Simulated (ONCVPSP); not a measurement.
**Potentials for Si compared**

Generated with ld1.x 7.5 (TM, RRKJ, ultrasoft, PAW), atompaw 4.2 or ONCVPSP 4.0.1. The cutoff is in Ry: for ld1.x and atompaw files where the sum of valence levels is converged to 10 mRy in a Bessel basis, for ONCV files where the hardest occupied wave has 1 mHa per electron of residual kinetic energy. The error is the largest all-electron minus pseudo excitation energy over each file’s own four to seven test configurations (ionisations up to +4, promotions, holes and added fractions of an electron), all of which were solved. The labels leave out finer settings (local radius, basis sizes, second energies), which also bear on the numbers. Spin-polarised tests are not counted. The rows are a selection from randomly drawn settings: files with unsolved tests, undetermined cutoffs or missed reference levels are left out.

A true bound ghost makes a file unfit for plane-wave use even where its test errors are small: the radial tests pick states by their node count and pass the ghost by.

```csv
potential,cutoff (Ry),largest error (meV),bound ghosts
"ONCV, BLYP, scalar-relativistic, rc 1.05/0.95/0.95 (spd), local d, core correction yes, reference 2s2 2p6 3s2, qcut 14.9/16.1/11.2, projectors 2/2/0",204,-414,none
"ONCV, PBE, scalar-relativistic, rc 1.70/2.15 (sp), local s, core correction yes, reference 3s2 3p2, qcut 3/4.1, projectors 0/2",36,+50,none
"ONCV, PBE, scalar-relativistic, rc 1.90/2.05/1.70 (spd), local smoothed, core correction yes, reference 3s2 3p1, qcut 3.6/4.5/5.9, projectors 2/2/2",13,-30,none
"ONCV, PBE, scalar-relativistic, rc 1.50/2.30 (sp), local s, core correction yes, reference 3s1 3p3, qcut 4.6/3.2, projectors 0/2",16,+13,none
"ONCV, PBE, scalar-relativistic, rc 1.50/2.25/2.05 (spd), local smoothed, core correction yes, reference 3s2 3p1, qcut 5.2/2.9/5.6, projectors 2/3/2",16,-122,s
```

Fill in the row for Si: ONCV, PBE, scalar-relativistic, rc 1.05/1.10/1.05 (spd), local smoothed, core correction no, reference 2s2 2p6 3s2 3p2, qcut 10.9/10/8.5, projectors 2/2/2.

cutoff 153 Ry, largest error +1265 meV, bound ghosts: none.
